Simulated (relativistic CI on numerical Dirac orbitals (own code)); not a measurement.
## Cu3+: resonant inelastic scattering at the L2,3 edge

Computed with this model: Dirac-Coulomb-Breit CI, separate exchange-only KLI orbitals for each configuration, model QED (radiative potential, 1s self-energy scaled to tabulated hydrogen-like ionisation energies), valence Slater integrals scaled by 0.9, Kramers-Heisenberg scattering through one core-hole configuration in a parametric crystal field; configurations [Ar] 3d8 → [He] 2s2 2p5 3s2 3p6 3d9; 10 K; core-hole width 0.4 eV; summed over polarisations. Incident energies are the highest absorption maxima for each field (at most a few, so the weaker spin-orbit partner edge can be absent), on the computed scale of the free ion. Intensities are in per cent of the strongest line above 0.02 eV; levels within 1 cm⁻¹ are merged; final levels count from the ground level, the first row holds all elastic scattering, lines under 0.4 are left out and each table stops after 24 rows. The scale of the Slater integrals is a model choice and moves the terms in proportion.

Field parameters in Wybourne normalisation: Oh B⁴₀ = 21Dq, B⁴₄ = √(5/14) B⁴₀. The field is a parameter set, without covalency.

S is read from ⟨S²⟩ = S(S + 1).

Oh, 10Dq = 4100 cm⁻¹:

| Final level (eV) | Degeneracy | Irrep | S | 933.8 eV | 934.6 eV | 937.1 eV |
| --- | --- | --- | --- | --- | --- | --- |
| 0.000 | 3 | T2 | 1.00 | 194.0 | 292.0 | 21.6 |
| 0.461 | 2 | E | 1.00 | 38.8 | 65.9 | 10.2 |
| 0.493 | 3 | T1 | 1.00 | 43.6 | 68.9 | 28.4 |
| 0.593 | 3 | T2 | 1.00 | 51.7 | 100.0 | 13.1 |
| 0.610 | 1 | A2 | 1.00 | 14.1 | 0.4 | 1.9 |
| 0.775 | 1 | A1 | 1.00 | 17.6 | 4.7 | 9.8 |
| 0.890 | 3 | T1 | 1.00 | 36.1 | 13.1 | 10.4 |
| 1.043 | 3 | T2 | 1.00 | 7.6 | 1.6 | 1.7 |
| 1.063 | 2 | E | 0.99 | 8.0 | 19.2 | 0.9 |
| 2.373 | 2 | E | 0.09 | 15.6 | 2.3 | 34.8 |
| 2.732 | 3 | T2 | 0.26 | 12.5 | 7.3 | 5.5 |
| 3.137 | 2 | E | 0.98 | 6.2 | 13.7 | 4.2 |
| 3.183 | 3 | T2 | 0.89 | 6.3 | 43.0 | 3.4 |
| 3.231 | 3 | T1 | 1.00 | 5.2 | 0.6 | 1.2 |
| 3.271 | 1 | A1 | 1.00 | 0.0 | 0.0 | 6.4 |
| 3.628 | 1 | A1 | 0.01 | 0.1 | 0.1 | 37.7 |
| 3.778 | 3 | T1 | 0.00 | 0.3 | 0.7 | 80.7 |
| 4.025 | 2 | E | 0.01 | 1.6 | 0.8 | 28.7 |
| 4.118 | 3 | T2 | 0.00 | 0.8 | 5.3 | 27.2 |

Oh, 10Dq = 9300 cm⁻¹:

| Final level (eV) | Degeneracy | Irrep | S | 934.4 eV | 935.5 eV | 956.4 eV |
| --- | --- | --- | --- | --- | --- | --- |
| 0.000 | 3 | T2 | 1.00 | 236.6 | 39.7 | 41.9 |
| 1.105 | 2 | E | 1.00 | 35.0 | 40.0 | 4.7 |
| 1.133 | 3 | T1 | 1.00 | 64.9 | 44.3 | 39.3 |
| 1.205 | 3 | T2 | 1.00 | 100.0 | 19.8 | 23.3 |
| 1.232 | 1 | A2 | 1.00 | 17.3 | 0.3 | 4.2 |
| 1.829 | 1 | A1 | 1.00 | 13.3 | 2.1 | 8.9 |
| 1.924 | 3 | T1 | 1.00 | 26.3 | 13.4 | 9.1 |
| 2.042 | 2 | E | 0.93 | 17.7 | 24.0 | 4.5 |
| 2.071 | 3 | T2 | 1.00 | 14.5 | 3.3 | 11.0 |
| 2.507 | 2 | E | 0.19 | 17.0 | 1.0 | 40.6 |
| 3.476 | 3 | T2 | 0.19 | 18.1 | 1.1 | 9.4 |
| 3.931 | 1 | A1 | 0.07 | 0.1 | 0.4 | 47.2 |
| 3.971 | 2 | E | 1.00 | 18.3 | 5.9 | 18.0 |
| 4.019 | 3 | T2 | 0.93 | 14.8 | 6.1 | 18.7 |
| 4.068 | 3 | T1 | 1.00 | 8.9 | 1.1 | 18.8 |
| 4.111 | 1 | A1 | 0.98 | 0.0 | 0.0 | 11.5 |
| 4.401 | 3 | T1 | 0.01 | 0.8 | 1.2 | 89.9 |
| 5.188 | 2 | E | 0.01 | 4.2 | 1.0 | 9.5 |
| 5.273 | 3 | T2 | 0.01 | 1.4 | 0.9 | 10.6 |

Oh, 10Dq = 14500 cm⁻¹:

```
Final level (eV)  Degeneracy  Irrep     S  935 eV  937.8 eV  956.9 eV
           0.000           3     T2  1.00   189.5      26.4      27.6
           1.743           2      E  0.98    16.7      13.5       2.2
           1.775           3     T1  1.00    50.7      20.7      21.0
           1.840           3     T2  1.00   100.0      25.6      13.7
           1.869           1     A2  1.00    13.2       1.5       0.1
           2.471           2      E  0.15    10.8      32.1      25.8
           2.811           1     A1  0.99     4.8      11.5       6.0
           2.895           3     T1  1.00     9.6       4.8       0.6
           3.018           3     T2  1.00    14.4      10.8       0.8
           3.064           2      E  0.96    15.0       2.5       8.5
           4.166           1     A1  0.02     0.1      26.1      34.7
           4.188           3     T2  0.09     6.8       6.0       7.8
           4.938           2      E  1.00    17.1       4.1       6.5
           4.970           3     T2  0.97    12.7      12.2       1.8
           4.992           3     T1  0.78     2.8       2.5      16.2
           5.039           1     A1  1.00     0.0       0.4       3.6
           5.057           3     T1  0.43     2.1      44.8      36.8
           6.429           2      E  0.00     1.9       1.6       3.1
           6.497           3     T2  0.01     1.0       1.4       3.8
```

For the first field the strongest loss at the lowest incident energy is the level at 0.59 eV (S = 1.00, against 1.00 in the thermal ground state). Levels of other spin, the first over 8 % at 2.37 eV, appear because spin-orbit coupling of the core hole, and in heavier ions of the valence shell too, mixes spins.
